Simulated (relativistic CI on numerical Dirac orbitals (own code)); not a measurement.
Calculated at this level of theory: Dirac-Coulomb-Breit CI, KLI orbitals optimised for each configuration, model QED (radiative potential, 1s self-energy scaled to tabulated hydrogen-like ionisation energies), unscaled Slater integrals (own radial code, finite nucleus).

The strongest absorption lines from the ground level of an ion, among the configurations computed and to levels below about 1000 eV (vacuum wavelength in Å, gf): 24.738 (0.04), 24.915 (0.05), 27.468 (0.022), 28.696 (1.6), 29.485 (1.8), 29.498 (0.019), 30.965 (0.011), 32.057 (0.47).

Q: Which ion is it?
A. Ir⁵³⁺
B. Tb⁴¹⁺
C. Ta⁴⁷⁺
D. Ta⁴⁹⁺

A: D. Ta⁴⁹⁺ has 24 electrons and the ground level 3s²3p⁶3d⁶ ³F4; the strongest line goes to 3s²3p⁵3d⁷ ³F°4. The pattern of lines fixes the number of electrons, and along that sequence the line energies rise steadily with the charge (about as its square where n changes within one kind of shell, about linearly where n is kept but much faster in heavy ions where fine structure, which grows about as Z⁴, sets the gap, and irregularly where shells cross), which fixes Z. Configurations outside the model, such as inner-shell arrays, can give stronger lines. At this charge energies of transitions that change n are usually good to better than 1 %, and those within a shell (Δn = 0) to a few per cent.

LS names give the leading component of a level, which can be under half, so a name can repeat, a term be missing and a line seem to break the LS rules.
